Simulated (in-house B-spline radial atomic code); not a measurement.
Cd⁷⁺. Computed with a B-spline radial atomic code. Model: all-electron spherical atom, spin shells full or empty, radial basis limit, no spin-orbit coupling: exact exchange with a local potential (Slater, KLI or optimised effective potential, whose far tail is KLI's), no correlation.

Exchange potential has not reached -1/r at the last radius.

The run also made RPA and GW results, which its time includes.

The Slater potential averages the orbital exchange potentials with the orbital densities as weights, KLI adds orbital constants, and the optimised effective potential minimises the exact-exchange energy among local potentials. So their energies lie above Hartree-Fock in the order OEP, KLI, Slater. All fall off as −1/r, unlike LDA and GGA exchange.

Command:
```bash
python run_gw.py task.json out
```
Settings (lengths in bohr, energies in hartree):
```
Z                      48
electrons              41
configuration          [Kr] 4d5
hamiltonian            nr
method                 oep
lmax                   9
spin_polarised         True
box_radius             8.41
intervals              71
```

Time taken, with all properties: 10 s on 1 thread of Arm Neoverse N1, on a shared host.

Given: hamiltonian non-relativistic; mean-field start exchange-only OEP.

Computed: energy above Hartree-Fock 13.074 millihartree; virial ratio -E/T less 1 0.

```json
{"radius (bohr)": "0.00104", "r times exchange potential up (hartree bohr)": "-0.040726", "r times exchange potential down (hartree bohr)": "-0.040832"}
{"radius (bohr)": "0.00129", "r times exchange potential up (hartree bohr)": "-0.050468", "r times exchange potential down (hartree bohr)": "-0.050599"}
{"radius (bohr)": "0.0016", "r times exchange potential up (hartree bohr)": "-0.062509", "r times exchange potential down (hartree bohr)": "-0.062672"}
{"radius (bohr)": "0.00198", "r times exchange potential up (hartree bohr)": "-0.077186", "r times exchange potential down (hartree bohr)": "-0.077387"}
{"radius (bohr)": "0.00244", "r times exchange potential up (hartree bohr)": "-0.094809", "r times exchange potential down (hartree bohr)": "-0.095057"}
{"radius (bohr)": "0.00303", "r times exchange potential up (hartree bohr)": "-0.11715", "r times exchange potential down (hartree bohr)": "-0.11746"}
{"radius (bohr)": "0.00374", "r times exchange potential up (hartree bohr)": "-0.14355", "r times exchange potential down (hartree bohr)": "-0.14393"}
{"radius (bohr)": "0.00464", "r times exchange potential up (hartree bohr)": "-0.17616", "r times exchange potential down (hartree bohr)": "-0.17663"}
{"radius (bohr)": "0.00574", "r times exchange potential up (hartree bohr)": "-0.21452", "r times exchange potential down (hartree bohr)": "-0.2151"}
{"radius (bohr)": "0.0071", "r times exchange potential up (hartree bohr)": "-0.25942", "r times exchange potential down (hartree bohr)": "-0.26014"}
{"radius (bohr)": "0.00879", "r times exchange potential up (hartree bohr)": "-0.31096", "r times exchange potential down (hartree bohr)": "-0.31185"}
{"radius (bohr)": "0.0109", "r times exchange potential up (hartree bohr)": "-0.36835", "r times exchange potential down (hartree bohr)": "-0.36944"}
{"radius (bohr)": "0.0135", "r times exchange potential up (hartree bohr)": "-0.42819", "r times exchange potential down (hartree bohr)": "-0.42955"}
{"radius (bohr)": "0.0167", "r times exchange potential up (hartree bohr)": "-0.48561", "r times exchange potential down (hartree bohr)": "-0.48727"}
{"radius (bohr)": "0.0206", "r times exchange potential up (hartree bohr)": "-0.53247", "r times exchange potential down (hartree bohr)": "-0.53448"}
{"radius (bohr)": "0.0255", "r times exchange potential up (hartree bohr)": "-0.55854", "r times exchange potential down (hartree bohr)": "-0.56096"}
{"radius (bohr)": "0.0316", "r times exchange potential up (hartree bohr)": "-0.54986", "r times exchange potential down (hartree bohr)": "-0.55274"}
{"radius (bohr)": "0.0391", "r times exchange potential up (hartree bohr)": "-0.51509", "r times exchange potential down (hartree bohr)": "-0.51845"}
{"radius (bohr)": "0.0484", "r times exchange potential up (hartree bohr)": "-0.52671", "r times exchange potential down (hartree bohr)": "-0.53057"}
{"radius (bohr)": "0.0599", "r times exchange potential up (hartree bohr)": "-0.64773", "r times exchange potential down (hartree bohr)": "-0.6522"}
{"radius (bohr)": "0.0741", "r times exchange potential up (hartree bohr)": "-0.80638", "r times exchange potential down (hartree bohr)": "-0.81126"}
{"radius (bohr)": "0.0918", "r times exchange potential up (hartree bohr)": "-0.92923", "r times exchange potential down (hartree bohr)": "-0.93359"}
{"radius (bohr)": "0.114", "r times exchange potential up (hartree bohr)": "-0.98317", "r times exchange potential down (hartree bohr)": "-0.98472"}
{"radius (bohr)": "0.141", "r times exchange potential up (hartree bohr)": "-0.93913", "r times exchange potential down (hartree bohr)": "-0.92991"}
{"radius (bohr)": "0.174", "r times exchange potential up (hartree bohr)": "-0.88832", "r times exchange potential down (hartree bohr)": "-0.85699"}
{"radius (bohr)": "0.215", "r times exchange potential up (hartree bohr)": "-1.0653", "r times exchange potential down (hartree bohr)": "-1.0395"}
{"radius (bohr)": "0.267", "r times exchange potential up (hartree bohr)": "?", "r times exchange potential down (hartree bohr)": "?"}
{"radius (bohr)": "0.33", "r times exchange potential up (hartree bohr)": "-1.4275", "r times exchange potential down (hartree bohr)": "-1.4331"}
{"radius (bohr)": "0.408", "r times exchange potential up (hartree bohr)": "-1.3507", "r times exchange potential down (hartree bohr)": "-1.3871"}
{"radius (bohr)": "0.505", "r times exchange potential up (hartree bohr)": "?", "r times exchange potential down (hartree bohr)": "?"}
{"radius (bohr)": "0.626", "r times exchange potential up (hartree bohr)": "-1.1182", "r times exchange potential down (hartree bohr)": "-1.019"}
{"radius (bohr)": "0.774", "r times exchange potential up (hartree bohr)": "-1.5226", "r times exchange potential down (hartree bohr)": "-1.3107"}
{"radius (bohr)": "0.958", "r times exchange potential up (hartree bohr)": "-1.6948", "r times exchange potential down (hartree bohr)": "-1.4217"}
{"radius (bohr)": "1.19", "r times exchange potential up (hartree bohr)": "-1.6737", "r times exchange potential down (hartree bohr)": "-1.4042"}
{"radius (bohr)": "1.47", "r times exchange potential up (hartree bohr)": "-1.5136", "r times exchange potential down (hartree bohr)": "-1.3227"}
{"radius (bohr)": "1.82", "r times exchange potential up (hartree bohr)": "-1.3224", "r times exchange potential down (hartree bohr)": "-1.2298"}
{"radius (bohr)": "2.25", "r times exchange potential up (hartree bohr)": "-1.183", "r times exchange potential down (hartree bohr)": "-1.1511"}
```

Question: What belongs in the row 0.267?

Answer: r times exchange potential up (hartree bohr): -1.3121; r times exchange potential down (hartree bohr): -1.305.

Question: What belongs in the row 0.505?

Answer: r times exchange potential up (hartree bohr): -1.017; r times exchange potential down (hartree bohr): -1.1233.

```csv
occupied,level (hartree),Hartree-Fock level (hartree)
1s up,-947.58,-959.82
1s down,?,?
2s up,-141.99,-146.59
2s down,-141.95,-146.49
2p up,-132.64,-136.63
2p down,-132.63,-136.53
3s up,-30.376,-32.191
3s down,-30.416,-32.144
3p up,-26.586,-28.088
3p down,-26.617,-28.031
3d up,-19.613,-20.596
3d down,-19.605,-20.465
4s up,-8.2743,-8.8053
4s down,?,?
4p up,-7.0127,-7.3669
4p down,-6.8015,-6.8015
4d up,-4.8904,-4.8908
```

Question: What belongs in the row 1s down?

Answer: level (hartree): -947.67; Hartree-Fock level (hartree): -959.82.

Question: What belongs in the row 4s down?

Answer: level (hartree): -8.062; Hartree-Fock level (hartree): -8.3404.

```tsv
empty	level (hartree)
4d down	-4.69
5s up	?
5s down	-3.3501
5p up	-2.9982
5p down	?
4f up	-2.683
4f down	-2.5443
5d up	-2.3194
5d down	-2.2809
```

Question: What belongs in the row 5s up?

Answer: level (hartree): -3.416.

Question: What belongs in the row 5p down?

Answer: level (hartree): -2.9436.

The highest level, 4d up, differs from Hartree-Fock by +0.012 eV and the deepest, 1s down, by +331 eV: a local potential can match the highest level but can't give each shell its own exchange.
